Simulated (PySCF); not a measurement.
These 2 structures share the formula C2H10AlSb. Level of theory: PySCF 2.14.0, PBE0-D3(BJ)/def2-SVP geometry optimisation, gas phase, def2 core potentials past Kr. One conformer each; no zero-point energy, no entropy. No frequencies were run at this level. Point groups hold within 0.08 Å.

Problem. Rank from lowest to highest electronic energy at this level (kcal/mol).
A. `[CH3:1][AlH2-:2][SbH2+:3][CH3:4]` with C1–Al2–Sb3–C4 -179°
B. `[CH3:1][CH2:2][AlH2-:3][SbH3+:4]` with C1–C2–Al3–Sb4 66°

Solution. A (0.0), B (7.3).

```csv
SMILES,E (Eh),E rel (kcal/mol),dipole (D),point group,"A, B, C (MHz)"
[CH3][AlH2-][SbH2+][CH3],-564.53229,0.0,3.61,near Cs,"6120, 1253, 1086"
C[CH2][AlH2-][SbH3+],-564.52066,7.3,2.93,C1,"4584, 1162, 990.4"
```

Problem. As an exercise, what shares would exp(−E/RT) give at 2000 K from these electronic energies alone (no entropy, no degeneracies)?

Solution. RT = 3.974 kcal/mol: [CH3][AlH2-][SbH2+][CH3] 86.2 %, C[CH2][AlH2-][SbH3+] 13.8 %.
